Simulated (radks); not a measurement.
Q: Zn3+, configuration [Ar] 3d9. Method: Dirac Kohn-Sham, PBEsol, spin-unpolarised, spherical densities, finite nucleus; open shells fill j = l - 1/2 first; Fermi nuclear charge, rms radius 3.9283 fm; computed with a radial shooting solver on a logarithmic mesh with Libxc functionals. Some entries of the table are withheld. Estimate them.

orbital,occ.,eigenvalue (eV),<r> (bohr)
1s1/2,2,-9557.035,(1)
2s1/2,2,(2),0.2261
2p1/2,2,-1061.537,(3)
2p3/2,4,-1037.697,(4)
3s1/2,2,-170.6591,0.6781
3p1/2,2,(5),0.6999
3p3/2,4,(6),0.7102
3d3/2,4,-50.9085,0.8167
3d5/2,5,-50.5127,0.8216

A: 
(1) 1s1/2 <r> (bohr): 0.05034
(2) 2s1/2 eigenvalue (eV): -1199.303
(3) 2p1/2 <r> (bohr): 0.1960
(4) 2p3/2 <r> (bohr): 0.1994
(5) 3p1/2 eigenvalue (eV): -126.9217
(6) 3p3/2 eigenvalue (eV): -123.8100
